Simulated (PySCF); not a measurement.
Cd(OH)(SMe) (CH4CdOS), SMILES C[S][Cd][OH].

Geometry optimised at PBE-D3(BJ)/def2-SVP. The structure was generated by enumeration; whether it is a known compound was not checked. The def2 effective core potentials stand for the cores of Cd; spin–orbit coupling is left out. Other conformers were not sampled.

Two levels are set side by side: TDDFT-PBE/def2-SVPD (PySCF) and TDDFT-M06-2X/def2-SVPD (PySCF). Vertical, same geometry. The lowest singlet is HOMO→LUMO 100 % with PBE and HOMO→LUMO 94 % with the other functional; states are paired by order. Differences are taken from unrounded values.

```
quantity                               TDDFT-M06-2X  TDDFT-PBE  TDDFT-PBE minus TDDFT-M06-2X
-------------------------------------  ------------  ---------  ----------------------------
lowest singlet excitation (eV)                 4.16       3.46                         -0.69
lowest triplet excitation (TDA) (eV)           3.91       3.15                         -0.76
first bright state (f over 0.05) (eV)          6.03       5.62                         -0.41
its oscillator strength                        0.23       0.21                         -0.02
```

A lower first singlet is the usual sign of a functional without exact exchange. Differences between two approximate levels are no errors against the true value.

Rough cost on one machine, each run with all the roots and properties that it gave: TDDFT-M06-2X against TDDFT-PBE about 10 times.
